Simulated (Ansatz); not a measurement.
Reaction (formal loss of a carbene): `[CH3][Zn][NH2]` → `[CH2]` (triplet) + `[NH2][ZnH]`

Gas-phase electronic energies from Ansatz, PBE0-D4/def2-TZVP geometries. CCSD(T)/CBS adds triple-zeta CCSD(T) − MP2 to the extrapolated MP2 energy (def2 sets, frozen cores). This one scheme is used for every species. DFT in def2-TZVPP. Triplets are unrestricted, without spin–orbit coupling. For Zn outer-core shells are correlated without core-valence functions, which leaves a few kJ/mol of doubt a bond. Scalar relativity is left out up to krypton. One conformer a species, not always the lowest.

```tsv
level	ΔE (kJ/mol)
LDA (SPW92)	533.3
r2SCAN0-D4	434.8
ωB97X-V	469.8
revPBE	441.7
PBE0	455.4
HF/def2-SVP	311.4
MP2/def2-SVP	452.2
SCS-MP2/def2-TZVPP	466.3
```

(1) What does CCSD(T)/CBS give? (An estimate is asked.)

Largest T1 diagnostic among the species: 0.016.

Results:

(1) Computed: +466.0 kJ/mol. The listed levels differ from it by 67.3, -31.2, 3.8, -24.3, -10.6, -154.6, -13.8, 0.3 kJ/mol.

From r2SCAN to r2SCAN0 (25 % exact exchange), in def2-TZVPP and without D4, ΔE moves by −5.6 kJ/mol. At CCSD(T), def2-SVP lies −27.0 kJ/mol from the extrapolated value and def2-TZVPP −14.4 kJ/mol. In def2-TZVPP, CCSD(T) changes the Hartree–Fock value by +146.1 kJ/mol (the triples alone add +12.3 kJ/mol) and MP2 by +164.2 kJ/mol.
